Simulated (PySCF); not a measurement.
Harmonic spectrum computed at PBE0 in the def2-SVPD basis family (core potentials from Rb on, PySCF, no spin–orbit coupling):

```csv
ω (cm⁻¹),IR (km/mol)
83,3.4
128,4.2
137,5.0
231,325
243,6.0
376,30.3
```

Q: Which molecule gave it? In each, all ligands are bound to the one heavy central atom.
A. ZnCl₃⁻ (singlet)
B. PbCl₃⁻ (singlet)
C. CdCl₃⁻ (singlet)
D. SeCl₃⁻ (singlet)
E. TeCl₃⁻ (singlet)

A: D. It has C2v symmetry with Se–Cl 2.216 Å, Se–Cl 2.453 Å (×2).
